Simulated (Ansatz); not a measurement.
`N[SiH2]C(O)Cl`, relaxed with RKS PBE0-D4/def2-TZVP in Ansatz from a PBE-D4/def2-SVP geometry. The force threshold is 0.005 eV/Å; the program also tests the step.

The species carries charge 0 and has multiplicity 1.

Start:

```xyz
11

N    -1.266    0.753   -0.052
Si    0.215    0.437    0.857
C     0.989   -0.794   -0.393
O     0.780   -0.339   -1.662
Cl   -0.029   -2.382   -0.021
H    -1.971    0.008   -0.025
H    -1.715    1.667    0.045
H     0.950    1.751    0.892
H     0.092   -0.127    2.243
H     2.033   -1.138   -0.274
H    -0.078    0.165   -1.609
```

(1) How much energy does the relaxation release, and in how many steps? (Best estimate.)

(2) Which bonds change most? (Best estimate.)

(3) Give the relaxed structure. (Estimate.)

Results:

(1) Ansatz gave: 2.21 kcal/mol, in 7 steps.

(2) Ansatz gave: C3–Cl5 from 1.923 to 1.851 Å; N1–Si2 from 1.766 to 1.726 Å; O4–H11 from 0.997 to 0.970 Å; Si2–C3 from 1.917 to 1.897 Å.

(3) Ansatz gave: 
```xyz
11

N    -1.322    0.772    0.043
Si    0.176    0.432    0.829
C     0.972   -0.800   -0.373
O     0.851   -0.377   -1.673
Cl    0.034   -2.370   -0.088
H    -2.058    0.083    0.074
H    -1.701    1.704    0.085
H     0.936    1.709    0.849
H     0.104   -0.150    2.193
H     2.008   -1.081   -0.193
H    -0.002    0.079   -1.746
```
